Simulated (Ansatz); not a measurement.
Reaction (hydrogenolysis of the Si–F bond): `C[Si](C)(F)Br` + H₂ → `C[SiH](C)Br` + H–F

Isolated molecules relaxed with PBE0-D4/def2-TZVP in Ansatz; ΔE leaves out vibrations. CCSD(T)/CBS adds triple-zeta CCSD(T) − MP2 to the extrapolated MP2 energy (def2 sets, frozen cores). This one scheme is used for every species. DFT in def2-TZVPP. For Br outer-core shells are correlated without core-valence functions, which leaves a few kJ/mol of doubt a bond. Scalar relativity is left out up to krypton.

```
 level  ΔE (kcal/mol)
PBE-D4           29.8
  PBE0           28.8
```

**Question.** What does CCSD(T)/CBS give? (An estimate is asked.)

**Answer.** Computed: +30.5 kcal/mol. The listed levels differ from it by -0.7, -1.7 kcal/mol.

Largest T1 diagnostic among the species: 0.009.

The D4 term adds +0.9 kcal/mol with B3LYP and +0.5 kcal/mol with PBE0; it sums over pairs of atoms, weighted by their polarisabilities, and B3LYP, whose exchange is more repulsive, gets the larger term.

B3LYP here is the variant with VWN-RPA as its local correlation; programs differ in this.
